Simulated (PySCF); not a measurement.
1-cyclopropylpenta-1,3-diyne, C8H8.
Bonds: C1–C2, C2–C3 (triple), C3–C4, C4–C5 (triple), C5–C6, C6–C7, C7–C8, C6–C8. Hydrogens: H9, H10, H11 on C1; H12 on C6; H13, H14 on C7; H15, H16 on C8.

Level: PBE0/pcSseg-1 and CAM-B3LYP/def2-SVPD in PySCF, non-relativistic, on one gas-phase PBE0-D3(BJ)/def2-SVP geometry that isn't relaxed in the solvent. The solvent is an IEF-PCM continuum (Bondi radii, 1.10 Å for H, scaled by 1.2). Only the electrostatic response of the medium enters.

Gas phase at PBE0/pcSseg-1: HOMO -6.47 eV, LUMO -0.30 eV, dipole 0.34 D.

What does the continuum do to the energy, the frontier levels and the dipole at PBE0/pcSseg-1 in cyclohexane and benzene?

| solvent | ε | E(solvent) − E(gas) (kJ/mol) | polarisation term (kJ/mol) | distortion of the solute (kJ/mol) | HOMO (eV) | LUMO (eV) | dipole (D) |
| --- | --- | --- | --- | --- | --- | --- | --- |
| cyclohexane | 2.017 | -8.14 | -8.80 | 0.66 | -6.55 | -0.37 | 0.39 |
| benzene | 2.271 | -9.30 | -10.16 | 0.86 | -6.57 | -0.38 | 0.39 |

Polarisation term: ½ Σ q·V over the induced surface charges. Distortion: the rise of the solute's own energy as its density leaves the gas-phase optimum. From cyclohexane to benzene the lowering changes by a factor 1.14, Onsager's factor (ε − 1)/(2ε + 1) by 1.14 and ε itself by 1.1.

Which Hirshfeld charges (PBE0/pcSseg-1) respond most in benzene (means over atoms taken as equivalent)?

```tsv
atoms	environment	gas (e)	solvent (e)	change
C3	alkyne carbon	-0.069	-0.082	-0.013
C4	alkyne carbon	-0.066	-0.078	-0.012
H9/H10/H11	methyl hydrogen	+0.062	+0.066	+0.004
H12	methine hydrogen	+0.059	+0.063	+0.004
H13/H16	methylene hydrogen	+0.054	+0.057	+0.003
C5	alkyne carbon	-0.026	-0.028	-0.002
C1	propargylic carbon	-0.092	-0.091	+0.001
C6	propargylic carbon	-0.029	-0.031	-0.002
H14/H15	methylene hydrogen	+0.054	+0.055	+0.001
C7/C8	three-membered-ring carbon	-0.076	-0.075	+0.001
C2	alkyne carbon	-0.026	-0.027	-0.001
```

Gas phase at CAM-B3LYP/def2-SVPD: HOMO -7.66 eV, LUMO 0.77 eV, dipole 0.30 D.

What does the continuum do to the energy, the frontier levels and the dipole at CAM-B3LYP/def2-SVPD in cyclohexane and benzene?

```csv
solvent,ε,E(solvent) − E(gas) (kJ/mol),polarisation term (kJ/mol),distortion of the solute (kJ/mol),HOMO (eV),LUMO (eV),dipole (D)
cyclohexane,2.017,-7.52,-8.13,0.61,-7.74,0.73,0.34
benzene,2.271,-8.59,-9.38,0.79,-7.75,0.72,0.35
```

How does the static polarisability (CAM-B3LYP/def2-SVPD, frozen core, with the continuum's full static response) change?

```csv
medium,isotropic (au),principal values (au),⟨r²⟩ of the electrons (bohr²)
gas,106.0,"67.1, 68.1, 182.7",1841.3
cyclohexane,118.8,"74.8, 76.0, 205.7",1839.3
benzene,120.7,"76.0, 77.2, 208.9",1839.0
```

The isotropic value in benzene is 1.14 times the gas-phase one; no cavity-field correction is applied. ⟨r²⟩ is taken about the centre of nuclear charge.
